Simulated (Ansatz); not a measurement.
Reaction (SMILES): C=[SiH2] (CH4Si) -> [SiH2]=C (CH4Si) as doublet, charge +1 + e-

Wanted: adiabatic ionisation energy (0 K, with zero-point energies), in eV. Terms: 6-311+G** with 5d, 6d on Na to Ar in Ansatz (a quantum-chemistry and plane-wave program); open shells spin-unrestricted; dispersion terms only where a functional's name holds one; non-relativistic; spin-orbit terms left out. First-principles rows: single points at B3LYP-D3(BJ) geometries (Ansatz), with unscaled harmonic terms from B3LYP/6-31G* at its own minima. The spin state of an ion or metal species was assumed, not searched.

```
species                                 coefficient  E at B3LYP/6-311+G** (Ansatz), Eh  E at PBE/def2-TZVPD (Ansatz), Eh  zero-point energy, kcal/mol
--------------------------------------  -----------  ---------------------------------  --------------------------------  ---------------------------
C=[SiH2] (CH4Si)                                 -1                         -329.98459                        -329.75201                        25.26
C=[SiH2] (CH4Si) as doublet, charge +1           +1                         -329.66520                        -329.43082                        25.08
```

 1 Eh = 27.2114 eV and 1 eV = 23.0605 kcal/mol.

Q: Compute it at each level from the table.

A: 
- B3LYP/6-311+G**: the sum of coefficient times E is 0.31939 Eh, or 8.691 eV; the thermal terms add -0.008. Result: 8.68 eV.
- PBE/def2-TZVPD: the sum of coefficient times E is 0.32119 Eh, or 8.740 eV; the thermal terms add -0.008. Result: 8.73 eV.
